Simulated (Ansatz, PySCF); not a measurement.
The pair A = CH4 (SMILES C) (first 5 atoms), B = CH3Cl (SMILES CCl); geometry from B3LYP-D3(BJ)/def2-TZVP.
(charge 0, multiplicity 1):
```xyz
10

C     -0.02142     0.03547    -0.09519
H      0.41187     0.57224     0.74712
H     -1.10862     0.07948    -0.03701
H      0.30772     0.49174    -1.02771
H      0.30162    -1.00492    -0.07011
C     -0.82271    -0.58665     3.41839
Cl     0.43476     0.63559     3.80026
H     -1.14113    -1.04863     4.34783
H     -1.65394    -0.08126     2.93670
H     -0.38920    -1.32452     2.75086
```

MP2 and its Hartree–Fock in aug-cc-pV(T+d)Z are density fitted. Rows in 6-31G* carry no dispersion term and start afresh at each structure (6-31G* with six Cartesian d functions). MP2/6-31G* freezes PySCF's default core.

The values were computed with Ansatz (a quantum-chemistry and plane-wave program) with Gaussian orbitals; PySCF for 6-31G* rows. 

Total energies (hartree), monomers frozen at their geometry in the pair:

```csv
structure,HF/aug-cc-pV(T+d)Z,PBE/def2-TZVPPD,MP2/6-31G*
AB,-539.3624181,-540.3571398,-539.6878110
A in the pair's basis,-40.2135792,-40.4643390,-40.3328623
B in the pair's basis,-499.1497704,-499.8923654,-499.3549124
A,-40.2135618,-40.4643111,-40.3325481
B,-499.1497213,-499.8922963,-499.3544327
```

### Question
Work out the interaction energy without and with the counterpoise correction, and the superposition error, for each level.

### Answer

E(AB) − E(A) − E(B), times 627.509 kcal/mol, with the monomers in their own basis and then in the pair's basis:
- HF/aug-cc-pV(T+d)Z: 0.54 uncorrected, 0.58 corrected; the monomers gain 0.04 kcal/mol from borrowed functions
- PBE/def2-TZVPPD: -0.33 uncorrected, -0.27 corrected; the monomers gain 0.06 kcal/mol from borrowed functions
- MP2/6-31G*: -0.52 uncorrected, -0.02 corrected; the monomers gain 0.50 kcal/mol from borrowed functions
